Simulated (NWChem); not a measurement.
Species: CH3ClMgN2

```xyz
8

Mg    -0.0022    -0.2115     0.0000
Cl    -0.0016    -2.4286     0.0000
C      0.0028     2.2006     0.0000
N      0.0017     1.5055    -1.1229
N      0.0017     1.5055     1.1229
H      0.0044     3.3060     0.0000
H      0.0015     2.0293    -1.9879
H      0.0015     2.0293     1.9879
```
Atoms are numbered in this order, from 1.

The geometry was optimised at PBE0/def2-SVP.

Problem. Give the principal values of the shielding tensors (ppm) of Mg1, Cl2, C3, N4 from KT2/pcSseg-1, GIAO (NWChem), with their diamagnetic and paramagnetic parts as GIAO splits them.

Solution. 
```csv
atom,σ11,σ22,σ33,isotropic,diamagnetic,paramagnetic
Mg1,434.5,461.1,625.5,507.1,711.6,-204.5
Cl2,1021.0,1026.1,1138.0,1061.7,1150.4,-88.7
C3,-62.5,6.5,121.3,21.7,251.6,-229.9
N4,-22.9,176.0,199.5,117.5,320.6,-203.1
```
